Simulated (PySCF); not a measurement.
Molecule: SMILES C(=CC(C)=O)(C)C, C₆H₁₀O.

Structure with atom numbers: `[CH3:1][C:2](=[O:3])[CH:4]=[C:5]([CH3:6])[CH3:7]`. Each H is labelled by its parent atom.

Geometry PBE0-D3(BJ)/def2-SVP throughout; GIAO in PySCF, gas phase, one conformer, non-relativistic; equivalent atoms averaged; basis pcSseg-1.

For orientation, BLYP gives these absolute shieldings σ: C2 -22.1, C5 9.0, C4 49.0, C7 143.7, C6 155.4, O3 -300.7, H(C6) 28.83, H(C1) 29.26, H(C7) 29.51 ppm.

A run gave: C2 -1.5, C5 28.1, C4 64.4, C7 152.9, C6 163.3, O3 -251.7, H(C6) 28.65, H(C1) 29.12, H(C7) 29.35 ppm (absolute shieldings σ).

Question: Which functional was used in that run?
A. WP04
B. CAM-B3LYP
C. KT2
D. LDA

Answer: C. C2 tells them apart best: KT2 gives -1.5, CAM-B3LYP gives -22.2, WP04 gives -27.8, LDA gives -22.7 ppm.
